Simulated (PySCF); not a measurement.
C$_{6}$H$_{12}$, charge +1, doublet, at a GFN2-xTB geometry (a state made from the parent by changing its charge; the spin is typed, not shown lowest). Base run: M062X/STO-3G (PySCF).

Input for PySCF:
```python
from pyscf import gto, scf, dft

mol = gto.Mole()
mol.atom = '''
    C    -0.678424    1.145666   -0.715008
    C     0.727529    1.223038   -0.094879
    C     1.414268   -0.107424   -0.149767
    C     0.678424   -1.145666    0.715008
    C    -0.727529   -1.223038    0.094879
    C    -1.414268    0.107424    0.149767
    H    -0.624647    0.815151   -1.751393
    H    -1.177301    2.112129   -0.675333
    H     1.262332    1.961632   -0.708880
    H     0.676974    1.601444    0.927253
    H     1.511220   -0.461663   -1.177199
    H     2.420548   -0.043301    0.288204
    H     1.177301   -2.112129    0.675333
    H     0.624647   -0.815151    1.751393
    H    -1.262332   -1.961632    0.708880
    H    -0.676974   -1.601444   -0.927253
    H    -1.511220    0.461663    1.177199
    H    -2.420548    0.043301   -0.288204
'''
mol.basis = 'sto-3g'
mol.charge = 1
mol.spin = 1
mol.verbose = 3
mol.build()

mf = dft.UKS(mol)
mf.xc = 'm062x'
mf.kernel()
```

Variants of this job, named by their change:

```csv
change,ΔE vs base (mEh),fitting functions
base,0.000,-
auxbasis = def2-universal-jkfit,-1.252,666
auxbasis = def2-svp-ri,-8.579,456
auxbasis = autoaux,-7.697,480
auxbasis = cc-pvtz-jkfit,-0.111,834
auxbasis = even-tempered beta=2.0,-7.542,360
auxbasis = cc-pvqz-jkfit,-0.072,1248
auxbasis = cc-pvtz-ri,-1.235,846
auxbasis = def2-tzvp-ri,-1.044,636
auxbasis = even-tempered beta=3.0,-16.184,234
```

A fitting set is made for a task (jfit for Coulomb, jkfit for Coulomb and exchange, ri for correlation) and for a family of orbital bases.

Open shells are given as the SCF converged; they aren't shown to be the lowest states, and a large step between rows can be another state.
